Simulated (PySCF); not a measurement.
C4H10B, SMILES CC[B]CC, multiplicity 2. Atoms are numbered in the order given.

```xyz
15

C      2.5721    -0.0785     0.0035
C      1.0843     0.0290    -0.3347
B      0.0353    -0.0517     0.8089
C     -1.5179     0.0092     0.7132
C     -2.1455     0.0530    -0.6875
H      2.8752     0.7109     0.7090
H      2.7988    -1.0429     0.4848
H      3.2091     0.0073    -0.8917
H      0.8684     0.9854    -0.8615
H      0.7914    -0.7373    -1.0857
H     -1.8226     0.8972     1.3058
H     -1.9336    -0.8294     1.3062
H     -1.8925    -0.8491    -1.2678
H     -1.7838     0.9202    -1.2634
H     -3.2451     0.1197    -0.6476
```
Charge 0, spin multiplicity 2.

The structure is a stationary point at r2SCAN-D4/def2-SVP. The isomer is the one that the SMILES or the coordinates give; other isomers of the formula were not compared. Other conformers were not sampled.

Level of theory: PBE/pcH-1 (PySCF).

Unrestricted Kohn–Sham, ⟨S²⟩ = 0.752. Hyperfine tensors hold the contact and dipolar terms, without spin-orbit corrections.

Computed hyperfine couplings:
| nucleus | A(iso) (MHz) | A(iso) (G) | dipolar principal values (MHz) |
|---|---|---|---|
| 13C no. 1 | 39.7 | 14.2 | -1.7, -1.5, 3.2 |
| 13C no. 2 | 37.1 | 13.2 | -5.8, -3.3, 9.1 |
| 11B no. 3 | 300.1 | 107.1 | -41.4, -40.8, 82.2 |
| 13C no. 4 | 40.0 | 14.3 | -4.4, -2.9, 7.3 |
| 13C no. 5 | 43.8 | 15.6 | -4.0, -4.0, 8.0 |
| 1H no. 6 | -1.4 | -0.5 | -3.6, -2.1, 5.7 |
| 1H no. 7 | -1.3 | -0.5 | -3.5, -2.1, 5.6 |
| 1H no. 8 | -0.9 | -0.3 | -1.8, -1.5, 3.3 |
| 1H no. 9 | 12.4 | 4.4 | -4.8, -3.0, 7.9 |
| 1H no. 10 | 19.1 | 6.8 | -4.8, -2.8, 7.6 |
| 1H no. 11 | 0.4 | 0.1 | -5.6, -4.2, 9.7 |
| 1H no. 12 | 8.7 | 3.1 | -5.6, -4.2, 9.8 |
| 1H no. 13 | -3.0 | -1.1 | -3.2, -1.2, 4.4 |
| 1H no. 14 | -2.9 | -1.0 | -3.3, -1.2, 4.4 |
| 1H no. 15 | 10.0 | 3.6 | -2.7, -1.0, 3.7 |
